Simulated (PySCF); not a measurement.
B(H)(Me)(NMe2) (C3H10BN), SMILES CBN(C)C.

Geometry optimised at PBE0-D3(BJ)/def2-SVP. A frequency run showed that this geometry is not a minimum. Other conformers were not sampled.

These are PBE/def2-TZVP in PySCF values and carry that method's errors.

Gas-phase values at a fixed geometry.

- total energy = -199.75787 hartree
- point group = Cs
- highest occupied level = -5.90 eV
- lowest empty level = -0.43 eV
- orbital gap = 5.47 eV
- dipole moment = 1.65 D
- quadrupole, principal values (traceless, Buckingham form, about the centre of nuclear charge) = -1.42, 0.03, 1.39 D·Å
- mean static polarisability = 64.1 bohr³ (9.50 Å³)
- polarisability, principal values = 50.6, 63.7, 78.0 bohr³
